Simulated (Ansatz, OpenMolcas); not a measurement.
# A substitution series on Si: F to Cl

Gas-phase molecules. On one Si centre that keeps H, n of the F ligands are replaced by Cl. The dipole moment y in D at wB97M-V/def2-TZVPP. Shapes: PBE0-D4/def2-TZVP. Programs: Ansatz 0.2.0, OpenMolcas 26.06.

| molecule | n | y (D) |
| --- | --- | --- |
| SiHF3 | 0 | 1.28 |
| SiHClF2 | 1 | ? |
| SiHCl2F | 2 | 0.99 |
| SiHCl3 | 3 | 0.76 |

Task: Fit y = c + s·n to the known rows and predict SiHClF2.

Result: 
1. Means of the 3 rows: n = 1.66667, y = 1.010.
2. Σ(Δn)² = 4.6667, Σ(Δn·Δy) = -0.79, so the slope is -0.79/4.6667 = -0.16928.
3. Intercept: 1.010 − (-0.16928) × 1.66667 = 1.292. The largest residual of the fit is 0.036.
4. SiHClF2: 1.292 + (-0.16928) × 1 = 1.12 D.

The run gave 1.16 D, so the prediction is off by -0.04 D, about the largest residual. The steps per swap are -0.12, -0.17, -0.23 D. Other levels give for SiHClF2: B3LYP/6-31G* (Cartesian functions) 1.24; B3LYP-D4/def2-TZVPP 1.19 D.
